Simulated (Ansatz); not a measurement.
Reactions of CH6S3Si, SMILES `SC[SiH2]SS`.

Computed with Ansatz on PBE0-D4/def2-TZVP structures; ΔE is electronic, products minus reactants. CBS: MP2 limit from def2 TZ/QZ plus the TZ coupled-cluster correction, frozen cores. This one scheme is used for every species, atoms too. Open shells (•) are unrestricted, without spin–orbit coupling. Spin–orbit coupling would lower the free atoms: a little for C, S, Si. One conformer a species, not always the lowest.

Q: Order these by ΔE at CCSD(T)/CBS, lowest first. (An estimate is asked.)
A. `SC[SiH2]SS` + `F[SiH]1CN1` → `F[SiH]1CN1CS` + `[SiH3]SS`
B. `SC[SiH2]SS` → C• + 6 H• + 3 S• + Si•
C. `SC[SiH2]SS` + CH₃OH → `CO[SiH2]CS` + `SS`
D. `SC[SiH2]SS` + H₂S → `SC[SiH2]S` + `SS`
E. `SC[SiH2]SS` + HCl → `SS[SiH2]Cl` + CH₃SH
F. `SC[SiH2]SS` + H₂ → `[SiH3]SS` + CH₃SH

A: E (-103.4 kJ/mol), C (-38.7 kJ/mol), F (-22.4 kJ/mol), D (-5.7 kJ/mol), A (+43.4 kJ/mol), B (+3458.4 kJ/mol).

Largest T1 diagnostic: 0.012, for `F[SiH]1CN1CS`.
